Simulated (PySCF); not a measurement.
Isomers of C6H6S, mass 110.019 u with the commonest isotopes. Theory: CAM-B3LYP/def2-SVPD in PySCF (dipole) on a GFN2-xTB geometry, gas phase. One conformer each, none proved a minimum here; rigid rotors.

Problem. Order these by rotational constant A, largest first.
A. `[SH:1][c:2]1[cH:3][cH:4][cH:5][cH:6][cH:7]1` with H–S1–C2–C3 180°
B. `[CH2:1]=[CH:2][c:3]1[cH:4][cH:5][s:6][cH:7]1` with C1–C2–C3–C4 0°
C. `[CH2:1]=[CH:2][c:3]1[cH:4][cH:5][cH:6][s:7]1` with C1–C2–C3–C4 180° (2-vinylthiophene)

Solution. B (6769 MHz), A (5659 MHz), C (5027 MHz).

Problem. Order these by radius of gyration √(Σ m r²/M), largest first.
A. `[SH:1][c:2]1[cH:3][cH:4][cH:5][cH:6][cH:7]1` with H–S1–C2–C3 180°
B. `[CH2:1]=[CH:2][c:3]1[cH:4][cH:5][s:6][cH:7]1` with C1–C2–C3–C4 0°
C. `[CH2:1]=[CH:2][c:3]1[cH:4][cH:5][cH:6][s:7]1` with C1–C2–C3–C4 180° (2-vinylthiophene)

Solution. B (1.944 Å), A (1.920 Å), C (1.821 Å).

Problem. Order these by dipole moment, largest first.
A. `[CH2:1]=[CH:2][c:3]1[cH:4][cH:5][cH:6][s:7]1` with C1–C2–C3–C4 180°
B. `[CH2:1]=[CH:2][c:3]1[cH:4][cH:5][s:6][cH:7]1` with C1–C2–C3–C4 0°
C. `[SH:1][c:2]1[cH:3][cH:4][cH:5][cH:6][cH:7]1` with H–S1–C2–C3 180°

Solution. C (1.19 D), A (0.71 D), B (0.32 D).

```tsv
SMILES	point group	Ia (u·Å²)	Ib (u·Å²)	Ic (u·Å²)	κ	μa (D)	μb (D)	μc (D)
C=Cc1ccsc1	Cs	74.66	341.21	415.87	-0.90	0.26	0.19	0.00
Sc1ccccc1	Cs	89.31	316.23	405.54	-0.84	0.91	0.76	0.00
C=Cc1cccs1	Cs	100.54	264.45	364.99	-0.71	0.37	0.60	0.00
```
